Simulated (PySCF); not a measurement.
C₂H₇NOTe, SMILES CN(C)[Te]O.

The structure is a stationary point at PBE0-D3(BJ)/def2-SVP. This is a generated structure with no PubChem entry under its InChIKey; it may be hypothetical. The def2 effective core potentials stand for the cores of Te; spin–orbit coupling is left out. The values are those of a single conformer.

Computed with PySCF with M06-2X/def2-TZVP.

The molecule is in vacuum.

Task: Estimate the frontier levels, gap, dipole moment and polarisability. (The exact figures need the calculation; the answer reports its results.)

Result: 
```json
{
 "highest_occupied_level": "-7.28 eV",
 "lowest_empty_level": "-0.26 eV",
 "orbital_gap": "7.02 eV",
 "dipole_moment": "1.93 D",
 "quadrupole, principal values (traceless, Buckingham form, about the centre of nuclear charge)": "-8.29, 3.52, 4.77 D·Å",
 "mean_static_polarisability": "73.0 bohr³ (10.82 Å³)",
 "polarisability_principal_values": "64.1, 66.7, 88.2 bohr³"
}
```
